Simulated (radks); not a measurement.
Results of a calculation; reference values are marked as such.
Valence configurations of neutral sulfur (all share [Ne]). Level of theory: non-relativistic Kohn-Sham, PBE, spin-unpolarised, spherical densities, point nucleus (a radial shooting solver on a logarithmic mesh with Libxc functionals). Order these by energy: 3s2 3p4; 3s0.5 3p5.5; 3s1 3p5; 3s1.5 3p4.5; 3p6.

Answer. From the lowest, in eV above it: 3s2 3p4 0.000; 3s1.5 3p4.5 5.077; 3s1 3p5 10.183; 3s0.5 3p5.5 15.318; 3p6 20.480. NIST lists [Ne] 3s2 3p4 as the ground configuration; this level of theory agrees among the configurations tried. The energies are those of spherical spin-averaged densities, not of single terms.
